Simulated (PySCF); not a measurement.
## Nuclear quadrupole coupling in `C=C1C[C@](F)(OC)C1=C`

Species: C₇H₉FO.
Z-matrix (Å and degrees, GFN2-xTB geometry), rows numbered from 1:
```
C 
C   1  1.3225
C   2  1.5125  1  133.52
C   3  1.5506  2   87.96  1   179.68
F   4  1.3980  3  111.04  2  -113.72
O   4  1.3695  3  119.55  2   117.91
C   6  1.4185  4  115.08  3    67.90
C   2  1.4643  1  134.18  3   179.82
C   8  1.3222  2  136.57  1    -0.30
H   1  1.0759  2  121.36  3   179.96
H   1  1.0765  2  121.58  3    -0.03
H   3  1.0886  2  114.53  1   -64.76
H   3  1.0884  2  115.27  1    64.29
H   7  1.0871  6  105.71  4   179.19
H   7  1.0944  6  111.29  4   -61.65
H   7  1.0930  6  110.82  4    60.25
H   9  1.0768  8  121.31  2     0.58
H   9  1.0761  8  121.17  2  -179.46
```

Field gradients from the PBE0/pcSseg-1 density (PySCF, non-relativistic), principal values in atomic units, ordered |Vxx| ≤ |Vyy| ≤ |Vzz|:

```tsv
atom	Vxx	Vyy	Vzz
O6	-0.1219	-1.8481	1.9701
```

Q: Find the asymmetry η = (Vxx − Vyy)/Vzz and the couplings χ = eQV/h (234.96 MHz × Q in barn × V in au), with Q(17O) = −0.0256 b.

A: 
```
atom   environment  nucleus     η  χzz (MHz)  χxx (MHz)  χyy (MHz)
  O6  ether oxygen      17O  0.88     -11.85       0.73      11.12
```

The tensor is traceless: Vxx + Vyy + Vzz = 0.

Q: What is Vzz at O6 in SI units (1 au = 9.71736 × 10²¹ V/m²)?

A: 1.9701 au = 19.144 × 10²¹ V/m².

Q: What couplings would deuterons (Q(2H) = 0.00286 b) have in place of the hydrogens, at this geometry?

A: 
```csv
atom,bonded to,bond length (Å),Vzz (au),η,χzz (kHz)
H10,C1,1.076,0.3396,0.05,228
H11,C1,1.077,0.3382,0.05,227
H12,C3,1.089,0.3122,0.01,210
H13,C3,1.088,0.3112,0.00,209
H14,C7,1.087,0.3078,0.07,207
H15,C7,1.094,0.2943,0.09,198
H16,C7,1.093,0.2930,0.07,197
H17,C9,1.077,0.3362,0.04,226
H18,C9,1.076,0.3361,0.04,226
```

Isolated species at its GFN2-xTB geometry (one conformer only). GFN2-xTB bond lengths can be off by several hundredths of an ångström, more for odd bonds, and the gradients follow them. These gradients aren't converged with respect to the basis.
